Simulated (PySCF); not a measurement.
Members of one family of related compounds. Theory: TDDFT B3LYP/def2-SVPD, vertical, gas phase, core orbitals frozen in the response (PySCF). Geometries: PBE0-D3(BJ)/def2-SVP; one conformer of each isolated species. Triplets are in the Tamm–Dancoff approximation. Relativistic effects are left out although some hold elements past zinc.

Question: Rank by computed HOMO energy, lowest first.
A. Ti(OH)F3, `[OH][Ti]([F])([F])[F]`
B. TiHF3, `[H][Ti]([F])([F])[F]`
C. TiBrF3, `[F][Ti]([F])([F])[Br]`
D. TiClF3, `[F][Ti]([F])([F])[Cl]`

Answer: A (-10.52 eV), D (-10.00 eV), B (-9.58 eV), C (-9.20 eV).

```csv
SMILES,HOMO (eV),gap (eV),f (S1),α (au),T1 (eV),LUMO (eV),S1 mainly
[OH][Ti]([F])([F])[F],-10.52,7.73,0.000,37.8,5.70,-2.79,H-1/H→L/L+1 (≥78%)
[F][Ti]([F])([F])[Cl],-10.00,6.22,0.000,47.8,4.60,-3.78,H-1/H→L/L+1 (100%)
[H][Ti]([F])([F])[F],-9.58,6.13,0.003,35.5,3.76,-3.45,H→L/L+1 (99%)
[F][Ti]([F])([F])[Br],-9.20,5.42,0.000,56.1,3.89,-3.78,H-1/H→L/L+1 (99%)
```

H and L stand for HOMO and LUMO. A slash joins orbitals within 0.01 eV of each other, whose weights are summed (≥ marks a lower bound).
